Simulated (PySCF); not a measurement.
An unknown shows these calculated signals:

¹H NMR (400 MHz, computed): δ 1.89 (m, 1H), 1.73 (m, 2H), 1.69 (m, 2H), 1.32 (m, 2H), 1.26 (m, 2H), 0.74 (m, 2H), 0.14 (br s, 1H).

¹³C{¹H} NMR (computed): δ 35.2 (CH2), 34.3 (CH), 32.3 (CH2), 24.6 (CH2).

Gas phase, no relativistic terms, one conformer, rapidly exchanging positions averaged. PBE0-D3(BJ)/def2-SVP geometry; KT2/pcSseg-1 with gauge-including orbitals; PySCF.

δ = σ(ref) − σ, references computed at the same level: ¹H (σref 31.18) and ¹³C (σref 183.22) vs TMS.

**Question.** Which of these does the molecule contain: an N-methyl group, a benzene ring, an NH or NH2 group, an OH group?

**Answer.** 
- An N-methyl group: no.
- A benzene ring: no.
- An NH or NH2 group: yes (δH 0.14 (br s)).
- An OH group: no.

The data belong to `[P@]12(=N)CC[C@H](CC1)C2`, C6H12NP; they needn't prove each group on their own.

Carbon signals by region: 4 below 50 ppm.

OH and NH positions are those of a molecule without intermolecular hydrogen bonds; in solution they move with solvent, concentration and temperature, and exchange usually removes their couplings. Splittings by ³¹P in the carbon and heteronuclear signals aren't shown, as no couplings were computed. Shifts are as computed. Against solution values, carbons near 30 ppm lie about +2 ppm off and those near 130 ppm about -5 ppm. Of 1309 compounds with measured shifts, 239 miss one by over three times the rms of a fit or turn the order of signals round; such compounds aren't used in these exercises. Multiplicities follow the n + 1 count of equivalent neighbours, as no J values were calculated; m marks all less simple cases, F and P coupling included.
